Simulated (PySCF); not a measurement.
## Mayer bond orders and bond lengths

Compound: C8H16OS.
SMILES with atom numbers: `[CH3:1][CH:2]([CH3:3])[C@@:4]1([CH3:5])[CH2:6][CH2:7][S@:8](=[O:9])[CH2:10]1` (hydrogens: H11, H12, H13 on C1; H14 on C2; H15, H16, H17 on C3; H18, H19, H20 on C5; H21, H22 on C6; H23, H24 on C7; H25, H26 on C10)

Cartesian coordinates in Å at the PBE0-D3(BJ)/def2-SVP level; atoms count from 1:
```
atom  x, y, z in Å
C1    -2.166   -1.597   -0.616
C2    -1.458   -0.255   -0.465
C3    -2.255    0.659    0.461
C4     0.031   -0.402   -0.055
C5     0.207   -1.110    1.293
C6     0.825   -1.134   -1.155
C7     2.310   -0.895   -0.936
S8     2.536    0.736   -0.081
O9     3.028    0.419    1.309
C10    0.714    0.969   -0.004
H11   -1.658   -2.262   -1.330
H12   -2.234   -2.126    0.348
H13   -3.195   -1.449   -0.979
H14   -1.443    0.225   -1.463
H15   -2.344    0.234    1.473
H16   -3.277    0.795    0.075
H17   -1.804    1.658    0.555
H18    1.251   -1.048    1.631
H19   -0.404   -0.630    2.072
H20   -0.088   -2.168    1.232
H21    0.522   -0.731   -2.137
H22    0.604   -2.212   -1.171
H23    2.773   -1.587   -0.217
H24    2.902   -0.901   -1.862
H25    0.444    1.590   -0.876
H26    0.540    1.547    0.915
```

Bond orders from the PBE0/pcSseg-1 density (PySCF). Isolated species at its PBE0-D3(BJ)/def2-SVP geometry (one conformer only).

**Question.** Where do the orders between heavy atoms depart from those drawn in the SMILES?

**Answer.** The largest departure is 0.515, at S8–O9 (drawn double, 1.485). Drawn double or triple, more than 0.30 short of the drawn order: S8–O9 (1.485).

**Question.** Give the Mayer order of every bond between heavy atoms, beside its length.

**Answer.** 
```json
{"bond": "C1–C2", "drawn as": "single", "length (Å)": "1.526", "Mayer order": "1.041"}
{"bond": "C2–C3", "drawn as": "single", "length (Å)": "1.526", "Mayer order": "1.043"}
{"bond": "C2–C4", "drawn as": "single", "length (Å)": "1.551", "Mayer order": "0.979"}
{"bond": "C4–C5", "drawn as": "single", "length (Å)": "1.532", "Mayer order": "0.987"}
{"bond": "C4–C6", "drawn as": "single", "length (Å)": "1.542", "Mayer order": "0.986"}
{"bond": "C6–C7", "drawn as": "single", "length (Å)": "1.521", "Mayer order": "1.022"}
{"bond": "C7–S8", "drawn as": "single", "length (Å)": "1.854", "Mayer order": "0.882"}
{"bond": "S8–O9", "drawn as": "double", "length (Å)": "1.508", "Mayer order": "1.485"}
{"bond": "S8–C10", "drawn as": "single", "length (Å)": "1.839", "Mayer order": "0.896"}
{"bond": "C10–C4", "drawn as": "single", "length (Å)": "1.533", "Mayer order": "0.981"}
```

By pair of heavy elements: C–C: lowest C2–C4 and C10–C4 (0.979, 1.551 Å), highest C2–C3 and C1–C2 (1.043, 1.526 Å); in 1 of the 21 pairs the longer bond (by over 0.003 Å) has the higher order (by 0.02 or more). C–S: all 2 within 0.02 of one another (0.882 to 0.896). Bonds named together lie within 0.004.

**Question.** And the bonds to hydrogen?

**Answer.** C–H: 0.93 to 0.96 (16 bonds).

**Question.** Sum the orders of all bonds at each heavy atom with more than one neighbour and set the sums beside the valence in the SMILES.

**Answer.** C1 3.923 (drawn 4), C2 3.993 (drawn 4), C3 3.923 (drawn 4), C4 3.933 (drawn 4), C5 3.836 (drawn 4), C6 3.888 (drawn 4), C7 3.767 (drawn 4), S8 3.263 (drawn 4), C10 3.733 (drawn 4). Orders between atoms that aren't bonded are not in these sums.

Mayer orders depend on the basis set.
